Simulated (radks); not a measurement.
Problem. Valence configurations of Ta+ (all share [Xe]). Calculated with a radial shooting solver on a logarithmic mesh with Libxc functionals: Dirac Kohn-Sham, PBEsol, spin-unpolarised, spherical densities, point nucleus; open shells fill j = l - 1/2 first. Order these by energy: 4f13.5 5d3 6s1 6p0.5; 4f14 5d2 6s2; 4f13.5 5d4.5; 4f14 5d3.5 6s0.5; 4f13.5 5d3 6s1.5; 4f13.5 5d3.5 6s1; 4f12.5 5d3 6s1.5 6p1; 4f14 5d2 6s1 6p1; 4f12.5 5d4.5 6s1; 4f14 5d3 6s1.

Solution. From the lowest, in eV above it: 4f14 5d2 6s2 0.000; 4f14 5d3 6s1 0.473; 4f14 5d3.5 6s0.5 0.981; 4f14 5d2 6s1 6p1 4.831; 4f13.5 5d3 6s1.5 11.187; 4f13.5 5d3.5 6s1 11.277; 4f13.5 5d4.5 12.326; 4f13.5 5d3 6s1 6p0.5 13.572; 4f12.5 5d4.5 6s1 38.665; 4f12.5 5d3 6s1.5 6p1 45.528. NIST lists [Xe] 4f14 5d3 6s1 as the ground configuration; this level of theory puts 4f14 5d2 6s2 lower, by 0.473 eV. The energies are those of spherical spin-averaged densities, not of single terms.
